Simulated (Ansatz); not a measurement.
Cd(Me)(SMe) (C2H6CdS), SMILES C[S][Cd][CH3]. Atoms are numbered in the order given.

```xyz
10

Cd    -0.4664     0.6427    -0.0944
C     -2.1129     1.9259     0.3194
H     -2.5215     1.6994     1.3156
H     -2.9033     1.7762    -0.4309
H     -1.7891     2.9767     0.2957
S      1.3793    -0.8045    -0.4979
C      1.5462    -0.7460    -2.3346
H      0.6501    -1.1260    -2.8456
H      2.3911    -1.4009    -2.5923
H      1.7740     0.2658    -2.6992
```

Geometry optimised at B3LYP-D3(BJ)/def2-SVP. The structure was generated by enumeration; whether it is a known compound was not checked. The def2 effective core potentials stand for the cores of Cd; spin–orbit coupling is left out. Other conformers were not sampled.

Two levels are set side by side: PBE-D3(BJ)/def2-SVP (Ansatz, a quantum-chemistry and plane-wave program) and B3LYP-D3(BJ)/def2-SVP (Ansatz). Each level has its own optimised geometry; the coordinates shown are those of the second. Differences are taken from unrounded values.

```json
[
 {"quantity": "mean bond length (Å)", "B3LYP-D3(BJ)": "1.439", "PBE-D3(BJ)": "1.442", "PBE-D3(BJ) minus B3LYP-D3(BJ)": "0.003"},
 {"quantity": "bond Cd1–C2 (Å)", "B3LYP-D3(BJ)": "2.128", "PBE-D3(BJ)": "2.119", "PBE-D3(BJ) minus B3LYP-D3(BJ)": "-0.009"},
 {"quantity": "bond Cd1–S6 (Å)", "B3LYP-D3(BJ)": "2.380", "PBE-D3(BJ)": "2.375", "PBE-D3(BJ) minus B3LYP-D3(BJ)": "-0.005"},
 {"quantity": "bond S6–C7 (Å)", "B3LYP-D3(BJ)": "1.845", "PBE-D3(BJ)": "1.844", "PBE-D3(BJ) minus B3LYP-D3(BJ)": "-0.001"},
 {"quantity": "bond C2–H3 (Å)", "B3LYP-D3(BJ)": "1.100", "PBE-D3(BJ)": "1.108", "PBE-D3(BJ) minus B3LYP-D3(BJ)": "0.007"},
 {"quantity": "bond C2–H4 (Å)", "B3LYP-D3(BJ)": "1.100", "PBE-D3(BJ)": "1.107", "PBE-D3(BJ) minus B3LYP-D3(BJ)": "0.007"},
 {"quantity": "bond C2–H5 (Å)", "B3LYP-D3(BJ)": "1.100", "PBE-D3(BJ)": "1.107", "PBE-D3(BJ) minus B3LYP-D3(BJ)": "0.007"},
 {"quantity": "bond C7–H8 (Å)", "B3LYP-D3(BJ)": "1.099", "PBE-D3(BJ)": "1.107", "PBE-D3(BJ) minus B3LYP-D3(BJ)": "0.008"},
 {"quantity": "bond C7–H9 (Å)", "B3LYP-D3(BJ)": "1.100", "PBE-D3(BJ)": "1.108", "PBE-D3(BJ) minus B3LYP-D3(BJ)": "0.008"},
 {"quantity": "bond C7–H10 (Å)", "B3LYP-D3(BJ)": "1.099", "PBE-D3(BJ)": "1.107", "PBE-D3(BJ) minus B3LYP-D3(BJ)": "0.008"}
]
```

Here PBE gives about what the other level gives.
